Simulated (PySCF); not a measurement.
C₄H₄FNO₂.
Structure used (PBE0-D3(BJ)/def2-SVP), in Å, numbered top down from 1:
```xyz
12
C4H4FNO2 angstrom
C      1.850    0.015   -0.576
O      0.678    0.787   -0.634
C     -0.383    0.260   -0.024
C     -0.584   -0.905    0.661
O     -1.859   -0.955    1.084
N     -2.531    0.158    0.700
C     -1.668    0.876    0.048
F     -1.992    2.033   -0.467
H      2.173   -0.142    0.469
H      1.704   -0.969   -1.058
H      2.628    0.568   -1.116
H      0.047   -1.752    0.917
```

Computed with PySCF at CAM-B3LYP/def2-SVPD, non-relativistic, on one gas-phase PBE0-D3(BJ)/def2-SVP geometry that isn't relaxed in the solvent. The solvent is an IEF-PCM continuum (van der Waals radii × 1.2), and excitations are vertical TDDFT with non-equilibrium linear response and a frozen core. The model holds no explicit solvent molecules, cavitation or dispersion.

| run | E − E(gas) (kcal/mol) | HOMO (eV) | HOMO–LUMO gap (eV) | dipole (D) | lowest singlet (eV) | static polarisability (au) |
| --- | --- | --- | --- | --- | --- | --- |
| gas | 0.00 | -8.68 | 9.17 | 4.72 | 6.11 | 59.5 |
| P | -4.74 | -8.56 | 9.06 | 5.69 | 5.94 | 71.9 |
| Q | -2.58 | -8.60 | 9.11 | 5.25 | 5.99 | 66.0 |

Problem. The runs were made in chloroform and cyclohexane. Which run belongs to which solvent?

Solution. P = chloroform, Q = cyclohexane. The dielectric constants are 2.017 (cyclohexane), 4.711 (chloroform), and the energy falls further as ε rises. The optical constants n² used for the excitations are 2.04, 2.09 in the same order. In this model the ground state sees the solvent through ε alone.

Problem. How constant is the ratio of the lowering to (ε − 1)/(2ε + 1)?

Solution. 
| solvent | (ε − 1)/(2ε + 1) | E − E(gas) (kcal/mol) | ratio (kcal/mol) | polarisation term (kcal/mol) |
| --- | --- | --- | --- | --- |
| cyclohexane | 0.202 | -2.58 | -12.8 | -2.81 |
| chloroform | 0.356 | -4.74 | -13.3 | -5.54 |

The ratio changes by +4.2 % in size from cyclohexane to chloroform. The polarisation term is half the interaction of the solute with the induced surface charges.

Time: 23 s wall; peak memory 0.99 GiB. Hardware: Arm Neoverse V2, one thread, no GPU, shared host. This is the whole response run at CAM-B3LYP/def2-SVPD in chloroform, SCF included.
